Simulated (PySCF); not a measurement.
# RbH: frontier orbitals

BLYP at R = 2.419 Å; basis Rb def2-SVP with ECP28, H def2-SVP; scalar-relativistic core potentials; PySCF 2.14. State: ¹Σ⁺ (singlet), closed shell. Only the outer orbitals are listed, counted within each symmetry, core potentials removing the inner ones.

| orbital | occ. | ε (eV) | on Rb (%) | main shells (%) |
| --- | --- | --- | --- | --- |
| 1σ | 2 | -31.97 | 100 | 100 Rb s |
| 1π | 2 | -15.74 | 100 | 100 Rb p |
| 1π | 2 | -15.74 | 100 | 100 Rb p |
| 2σ | 2 | -15.51 | 100 | 100 Rb p |
| 3σ | 2 | -3.32 | 34 | 66 H s, 27 Rb s |
| 4σ | 0 | -1.62 | 89 | 60 Rb s, 28 Rb p, 11 H s |
| 2π | 0 | -0.34 | 100 | 94 Rb p |
| 2π | 0 | -0.34 | 100 | 94 Rb p |

Task: Which are the highest filled and the lowest empty level, where do they sit, and how wide is the gap?

Result: Highest filled 3σ at -3.32 eV (in %: 66 H s, 27 Rb s); lowest empty 4σ at -1.62 eV (in %: 60 Rb s, 28 Rb p, 11 H s); the gap at BLYP is 1.70 eV.

```
bond order (Mayer)                              : 0.89
⟨S²⟩                                            : 0.000
charge on Rb (Mulliken, basis-dependent)        : 0.33
charge on Rb (Löwdin, basis-dependent)          : 0.29
dipole moment (positive dipole means Rb(−)H(+)) : -7.25 D
```
